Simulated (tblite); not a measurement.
Species: BBr2HN (doublet state).
Numbering: `[NH:1][B:2]([Br:3])[Br:4]` (hydrogens: H5 on N1)

Computed with GFN2-xTB (tblite), gas phase: L-BFGS steps from a force-field or distance-geometry start until the largest atomic force falls under 0.01 eV/Å.

Step 3: E = -349.2365 eV
```
atom  x, y, z in Å  |  force x, y, z in eV/Å
N1     -0.7763   -0.7862   -0.3734    1.731   0.703   0.653
B2      0.2938   -0.0444   -0.0634    0.177  -0.607  -0.769
Br3     0.0500    1.9420   -0.2956    0.021  -0.356   0.182
Br4     2.1295   -0.6626    0.0444   -0.648   0.224   0.136
H5     -1.6884   -0.4460   -0.4677   -1.280   0.036  -0.202
```

Step 4: E = -349.2985 eV
```
atom  x, y, z in Å  |  force x, y, z in eV/Å
N1     -0.7640   -0.7743   -0.3640    0.241   0.619   0.350
B2      0.3082   -0.0504   -0.0760    0.375  -0.259  -0.563
Br3     0.0503    1.9349   -0.2919    0.014  -0.227   0.151
Br4     2.1165   -0.6576    0.0472   -0.351   0.135   0.140
H5     -1.7025   -0.4498   -0.4710   -0.279  -0.268  -0.077
```

Step 5: E = -349.3449 eV
```
atom  x, y, z in Å  |  force x, y, z in eV/Å
N1     -0.7581   -0.7360   -0.3435   -0.706  -0.064   0.022
B2      0.3383   -0.0654   -0.1074    0.355   0.337  -0.261
Br3     0.0513    1.9188   -0.2829    0.000   0.062   0.084
Br4     2.0899   -0.6470    0.0543    0.396  -0.126   0.161
H5     -1.7128   -0.4676   -0.4761   -0.045  -0.209  -0.006
```

Task: Estimate the geometry and energy of step 6. (The exact step hangs on the optimiser's Hessian estimate; all steps are aligned on step 5, rigid shifts and turns removed.)

Result: E = -349.3533 eV, largest force 0.416 eV/Å
```
atom  x, y, z in Å  |  force x, y, z in eV/Å
N1     -0.7621   -0.7317   -0.3401   -0.402  -0.013   0.055
B2      0.3429   -0.0641   -0.1151    0.137   0.234  -0.267
Br3     0.0513    1.9179   -0.2808    0.006   0.069   0.074
Br4     2.0927   -0.6477    0.0573    0.368  -0.127   0.147
H5     -1.7163   -0.4716   -0.4769   -0.108  -0.163  -0.009
```

The energy changes by -0.0084 eV. The first-order estimate −F·Δx gives -0.0095 eV and the mean of the old and new forces, exact on a quadratic surface, -0.0084 eV. The step makes an angle of 47° with the force vector and moves no atom by more than 0.009 Å.

The cost below is that of the whole relaxation. Hardware: an Arm Neoverse V1 with one thread, no GPU, shared host with 64 logical CPUs at a one-minute load of 21. Cost: 0.1 s wall.
